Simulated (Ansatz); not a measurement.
`[SiH3]C=C=C[SiH3]` → `C=C=C[SiH2][SiH3]`  (isomerisation)

Program: Ansatz. Geometries: PBE0-D4/def2-TZVP. ΔE: electronic, gas phase. CCSD(T)/CBS is the MP2 limit (def2-TZVPP, def2-QZVPP) plus CCSD(T) − MP2 in def2-TZVPP, frozen cores. Functionals use def2-TZVPP. One conformer a species, not always the lowest.

`[SiH3]C=C=C[SiH3]`:

```xyz
13

Si    0.299   -1.404   -2.085
C    -0.197   -1.459   -0.294
C     0.187   -0.534    0.537
C     0.556    0.434    1.325
Si   -0.492    1.956    1.529
H     1.082   -2.617   -2.446
H    -0.908   -1.367   -2.954
H     1.121   -0.191   -2.318
H    -0.818   -2.272    0.078
H     1.495    0.338    1.867
H    -1.695    1.830    0.670
H    -0.906    2.117    2.949
H     0.277    3.168    1.141
```

`C=C=C[SiH2][SiH3]`:

```xyz
13

C    -2.213    0.109    2.039
C    -1.151    0.513    1.406
C    -0.077    0.877    0.769
Si    1.117   -0.375    0.073
Si    1.088   -0.304   -2.269
H    -2.203   -0.036    3.114
H    -3.140   -0.085    1.510
H     0.112    1.940    0.623
H     0.729   -1.726    0.554
H     2.497   -0.070    0.544
H    -0.259   -0.674   -2.780
H     1.408    1.072   -2.740
H     2.092   -1.242   -2.843
```

CCSD(T)/CBS gives +3.2 kcal/mol.

(1) Another level gave +5.3 kcal/mol. Which?
A. PBE/def2-TZVPP
B. B2PLYP/def2-TZVPP
C. MP2/def2-TZVPP
D. r2SCAN/def2-TZVPP

Largest T1 diagnostic among the species: 0.013.

Answers

(1) C. MP2/def2-TZVPP 5.3, r2SCAN 2.3, PBE 0.2, B2PLYP 3.8 kcal/mol.

From PBE to PBE0 (25 % exact exchange), in def2-TZVPP and without D4, ΔE moves by +0.9 kcal/mol.
